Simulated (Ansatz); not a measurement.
The cluster TaO₃H. Total charge 0; singlet. Geometry r2SCAN-D4/def2-TZVP; atoms count from 1.

```xyz
5

Ta    1.027   -0.573    0.124
O     1.544   -1.339   -1.312
O    -0.882    0.571    0.931
O    -0.770   -0.150   -0.359
H    -0.919    1.491    0.616
```

In the def2 sets Ta takes a core potential; there is no spin–orbit coupling. The structure holds one bond between oxygen atoms, so isomers without such links may lie far lower. The restricted singlet is unstable towards broken spin symmetry in Hartree–Fock (as tested in another run); at PBE0-D4/def2-TZVP this wasn't settled. No other spin state of charge 0 was run. Another isomer (singlet) lies 0.50 eV lower at PBE0-D4/def2-TZVP; other spin states weren't run for this one.

Q: Estimate the Mulliken populations from the PBE0/def2-TZVP orbitals of Ansatz.

A: 
```json
{"atom": "Ta1", "charge (e)": "0.67", "d electrons": "2.59"}
{"atom": "O2", "charge (e)": "-0.45", "d electrons": "–"}
{"atom": "O3", "charge (e)": "-0.32", "d electrons": "–"}
{"atom": "O4", "charge (e)": "-0.26", "d electrons": "–"}
{"atom": "H5", "charge (e)": "0.37", "d electrons": "–"}
```
Mulliken values and Mayer orders depend strongly on the basis.

Q: And the Mayer bond orders between bonded heavy atoms (over 0.3)?

A: Ta1–O2 2.30 (1.71 Å); Ta1–O4 1.07 (1.91 Å); O3–O4 0.86 (1.48 Å).
